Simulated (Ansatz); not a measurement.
Basis-set extrapolation for `C[SiH2][SiH]1[CH2][AlH]1` (PBE0-D4/def2-TZVP geometry, frozen core, the Gaussian-basis code of Ansatz). Multiplicity 1, RHF reference.

|  | def2-TZVPP | def2-QZVPP |
| --- | --- | --- |
| HF | -900.763800 | -900.791809 |
| MP2 correlation | -0.674130 | -0.719568 |
| CCSD(T) correlation | -0.774468 | not run |

Energies in hartree. Use E(X) = E(∞) + A·exp(−7.88·√X) for Hartree–Fock and E(X) = E(∞) + B·X^(−2.97) for correlation, with X = 3 and 4, and add CCSD(T) minus MP2 of the smaller set to the MP2 limit.

Q: What is the CCSD(T) energy at the basis-set limit?

A: HF limit: -900.791809 + (-0.028009) × 0.13774 = -900.79567. MP2 limit: -0.719568 + (-0.045438) × 0.74074 = -0.75323. Higher-order term: -0.774468 − (-0.674130) = -0.10034. Total: -901.64924 hartree, 291.4 kJ/mol below CCSD(T)/def2-TZVPP.
